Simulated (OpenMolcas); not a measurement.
Kr4+: effect of the basis set

```yaml
Program: OpenMolcas
Method: RASSCF
Active_space: 4 electrons in 9 orbitals (RAS2 4s 4p; RAS3 4d, at most 2 electrons)
State_averaging: 2S+1 = 3 even, 6 roots; 2S+1 = 1 even, 12 roots; 2S+1 = 5 odd, 1 root; 2S+1 = 3 odd, 9 roots; 2S+1 = 1 odd, 8 roots
Spin-orbit_coupling: state interaction with AMFI integrals over the reference wave functions, term energies averaged over their components
```

A. ANO-RCC-VTZP [6s5p3d1f], DKH2, point nucleus; cost roughly 29 core-seconds
B. ANO-RCC-VQZP [7s6p4d2f1g], DKH2, point nucleus; cost of the order of 30 core-seconds
C. ANO-R2 [6s5p4d3f1g], X2C, finite nucleus; cost roughly 28 core-seconds
D. ANO-RCC [9s8p6d4f2g], DKH2, point nucleus; cost roughly 2 core-minutes

Energies in cm⁻¹ above 4s² 4p² ³P₀, the measured ground level; measured values from Saloman, J. Phys. Chem. Ref. Data 36, 215 (2007).

```csv
Level,A,B,C,D,Measured
4s² 4p² ³P₀,0.0,0.0,0.0,0.0,0.0
4s² 4p² ³P₁,3222,3164,3209,3189,3743
4s² 4p² ³P₂,6950,6843,6922,6888,7595
4s² 4p² ¹D₂,21152,21065,21152,21130,19723
4s² 4p² ¹S₀,41434,41401,41414,41481,39204
4s 4p³ ⁵S°₂,90080,89817,90269,89900,
4s 4p³ ³D°₁,127104,126969,126871,126961,129658
4s 4p³ ³D°₂,127134,127001,126910,126997,129779
4s 4p³ ³D°₃,128039,127887,127822,127896,131016
4s 4p³ ³P°₀,146509,146407,146189,146415,147925
4s 4p³ ³P°₁,146732,146624,146413,146635,148287
4s 4p³ ³P°₂,146969,146847,146642,146857,148668
4s 4p³ ¹D°₂,163880,163630,163429,163538,163387
```

Deviations, from unrounded energies. A percentage is the sum of absolute deviations over the sum of measured energies, with the sign that they share, or ± where signs differ.

| Against measurement | Levels | A | B | C | D |
| --- | --- | --- | --- | --- | --- |
| mean absolute deviation (cm-1) | 11 | 1700 | 1700 | 1800 | 1700 |
| fine structure of the ground term (%) | 2 | -10.3 | -11.7 | -10.6 | -11.1 |
| other terms of the ground configuration (%) | 2 | +6.2 | +6.0 | +6.2 | +6.3 |
| other configurations (%) | 7 | ±1.3 | ±1.4 | ±1.5 | ±1.4 |

A, B, D lie about equally close to measurement and C furthest from it. The largest miss of A in the table is 4s 4p³ ³D°₃, by -3000 cm-1. The ranking rests on the paired levels alone, and a cruder setting can come out closer through cancelling errors.

Among A to D the level of the table that moves most is 4s 4p³ ⁵S°₂, by 450 cm-1 (lowest in B, highest in C).

Configurations are named by rounded mean occupations; where the s occupation lies near a half they are strongly mixed, a name can repeat and a true partner stay unpaired. Some terms take much of their weight from 4d, a shell meant for correlation, so their names are nominal. Some terms mix strongly with configurations of 4d, whose occupation reaches 0.45 (4s 4p³ ¹D°) (figures for A; the like holds for B, C, D). Computed and measured levels are paired by configuration, term and J; levels that our copy of the source lacks, or whose pairing is in doubt (as where it misses far off the trend of its configuration), stay unpaired and out of the deviations. Levels of configurations outside the active space are missing. The table leaves out levels that lie high or whose names do not pair safely across all columns.

° marks odd parity.
